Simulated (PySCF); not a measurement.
**Orbital energies, ionisation energy and electron affinity**

Compound: InCl2(vinyl), C2H3Cl2In.
Cartesian coordinates in Å at the PBE0-D3(BJ)/def2-SVP level; atoms count from 1:
```xyz
8
C2H3Cl2In angstrom
In     0.8203    1.1639   -0.3879
Cl     3.1628    1.2216   -0.3236
Cl    -0.0572    3.3345   -0.3810
C     -0.3517   -0.6096   -0.4316
C     -0.8629   -1.1760    0.6635
H     -0.5269   -1.0692   -1.4115
H     -0.7280   -0.7687    1.6712
H     -1.4563   -2.0967    0.6010
```

Level: wB97X-D/def2-SVPD (PySCF). Frontier orbitals with their largest atomic shares (Löwdin; up to four atoms above 4 %):

```json
{"orbital": "HOMO−3", "ε (eV)": "-10.87", "main atoms": "Cl2 48 %, Cl3 47 %, In1 5 %"}
{"orbital": "HOMO−2", "ε (eV)": "-10.70", "main atoms": "Cl3 30 %, Cl2 29 %, C4 16 %, C5 16 %"}
{"orbital": "HOMO−1", "ε (eV)": "-10.66", "main atoms": "Cl2 25 %, C4 24 %, C5 23 %, Cl3 22 %"}
{"orbital": "HOMO", "ε (eV)": "-10.46", "main atoms": "?"}
{"orbital": "LUMO", "ε (eV)": "-0.37", "main atoms": "In1 45 %, Cl2 17 %, Cl3 17 %, C4 14 %"}
{"orbital": "LUMO+1", "ε (eV)": "-0.14", "main atoms": "In1 59 %, Cl3 12 %, Cl2 12 %, C4 9 %"}
{"orbital": "LUMO+2", "ε (eV)": "0.61", "main atoms": "C5 34 %, C4 32 %, In1 14 %, H6 5 %"}
```

Q: What vertical ionisation energy does ΔSCF give, and how far is −ε(HOMO) from it?

A: ΔSCF: 10.72 eV (1035 kJ/mol; threshold wavelength 116 nm); ⟨S²⟩ of the doublet left behind is 0.770, against 0.75 for a pure doublet. −ε(HOMO) is 10.46 eV, 0.26 eV below it. In exact Kohn–Sham theory the two would be equal; wB97X-D (range-separated hybrid) comes within 0.26 eV of that here.

Q: On which atoms does the HOMO lie?

A: Cl3 (chlorine bonded to In) 28 %, Cl2 (chlorine bonded to In) 26 %, C4 (carbon bonded to C, In and H) 19 %, In1 (indium bonded to C and 2 Cl) 12 %, so no atom holds as much as 40 %. The HOMO−1 lies 0.20 eV lower.

Q: And the vertical electron affinity, the fundamental gap, Mulliken's electronegativity and the hardness (with the factor ½)?

A: EA = 0.32 eV by ΔSCF (−ε(LUMO) = 0.37 eV). IE − EA = 10.40 eV against an orbital gap of 10.09 eV; (IE + EA)/2 = 5.52 eV; (IE − EA)/2 = 5.20 eV.

Q: Shift the occupied levels rigidly so that −ε(HOMO) equals the ΔSCF value. What binding energies result?

A: The shift is +0.26 eV: HOMO 10.72, HOMO−1 10.92, HOMO−2 10.96, HOMO−3 11.13 eV. A rigid shift is only a rough guide to the deeper ionisations.

Q: How many of the 10 lowest singlet excitations (vertical TDDFT, same level) lie below the ionisation energy?

A: All 10; they run from 5.77 to 6.50 eV.

Geometry: PBE0-D3(BJ)/def2-SVP, one conformer, isolated molecule. Atoms past krypton carry effective core potentials; spin–orbit coupling is left out.
